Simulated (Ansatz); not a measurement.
`C=C[CH2][AlH][CH3]` from Hartree–Fock to CCSD(T)

Z-matrix (Å, degrees):
```
Al
C 1 1.955
C 1 2.179 2 110.1
C 1 2.398 2 117.1 3 -36.9
C 1 2.057 2 121.9 3 42.4
H 1 1.584 2 125.3 3 -156.6
H 2 1.093 1 112.5 3 -16.3
H 2 1.095 1 110.6 3 -136.2
H 2 1.094 1 111.6 3 104.9
H 3 1.090 1 111.6 2 6.1
H 4 1.082 1 125.1 2 -23.9
H 4 1.085 1 91.5 2 -149.1
H 5 1.083 1 123.9 2 28.9
H 5 1.088 1 104.2 2 162.1
```

Charge 0, multiplicity 1. The structure was optimised at the PBE0-D4/def2-TZVP level. It is one conformer, not always the lowest. Frozen core, restricted reference, Ansatz 0.2.0. CBS rows extrapolate triple and quadruple zeta; past MP2 they add the triple-zeta difference.

```tsv
basis	HF (Eh)	MP2 corr.
def2-SVP	-398.40907	-0.63148
def2-TZVPP	-398.66766	-0.77167
def2-QZVPP	-398.68206	-0.82011
```

(1) Estimate the CCSD correlation energy and the (T) correction in each basis where they were run (hartree).

Answers

(1) 
| basis | CCSD corr. | (T) |
| --- | --- | --- |
| def2-SVP | -0.69129 | -0.02370 |
| def2-TZVPP | -0.82185 | -0.03571 |
| CBS(def2) | -0.90616 | as TZ |
